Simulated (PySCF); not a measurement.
**Ionisation energy along the 4-electron series**

Calculated with PySCF 2.14 and a two-component X2C-1e Hamiltonian (Gaussian nucleus, no Breit or QED terms), each ion in its own even-tempered basis scaled to its charge; GMP2 freezes nothing and drops the highest virtual spinors. Values in eV. NIST values: (m) measured, (s) semi-empirical, (t) theoretical.

```json
{"ion": "Ti(18+)", "configuration": "[He] 2s2", "GHF (screened spin-orbit)": "1340.4", "GMP2 (screened spin-orbit)": "1344.4", "NIST": "1346.3 ± 0.5 (s)"}
{"ion": "Cr(20+)", "configuration": "[He] 2s2", "GHF (screened spin-orbit)": "1628.0", "GMP2 (screened spin-orbit)": "1632.3", "NIST": "1634.1 ± 0.5 (s)"}
{"ion": "Mn(21+)", "configuration": "[He] 2s2", "GHF (screened spin-orbit)": "1782.6", "GMP2 (screened spin-orbit)": "1787.0", "NIST": "1788.7 ± 0.6 (s)"}
```

Fill in the row of V(19+).

configuration: [He] 2s2; GHF (screened spin-orbit): 1480.6; GMP2 (screened spin-orbit): 1484.8; NIST: 1486.7 ± 0.5 (s).
